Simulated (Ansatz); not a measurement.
Frontier orbitals of `[OH][Ti]([Cl])([Cl])[Cl]`.

```xyz
6

O    -1.274    0.090   -0.554
Ti    0.286    0.055    0.226
Cl    0.262    1.374    1.961
Cl    0.733   -1.989    0.836
Cl    1.808    0.701   -1.194
H    -1.816   -0.231   -1.275
```

Charge 0, multiplicity 1. Correlated methods include outer-core shells of Ti, which these sets cover unevenly. Scalar relativity is left out up to krypton. The geometry is a stationary point of PBE0-D4/def2-TZVP. It is one conformer, not always the lowest. Basis def2-TZVPP, the Gaussian-basis code of Ansatz.

| functional | HOMO (eV) | LUMO (eV) | gap (eV) |
| --- | --- | --- | --- |
| PBE | -7.89 | -4.08 | 3.81 |
| revPBE | -7.83 | -4.00 | 3.83 |
| r2SCAN | -8.27 | -4.08 | 4.19 |
| PBE0 | -9.25 | -3.24 | 6.01 |
| LC-ωPBE | -11.97 | -1.16 | 10.81 |
| ωB97M-V | -11.42 | -1.08 | 10.34 |

A quarter of exact exchange (PBE0) shifts PBE's HOMO by −1.37 eV and its LUMO by +0.84 eV; full exchange at long range (ωB97M-V) shifts them by −3.53 and +2.99 eV. The gap opens from 3.81 to 10.33 eV, since occupied levels lose self-interaction and empty ones feel all the electrons.

LC-ωPBE has ω = 0.4 bohr⁻¹.
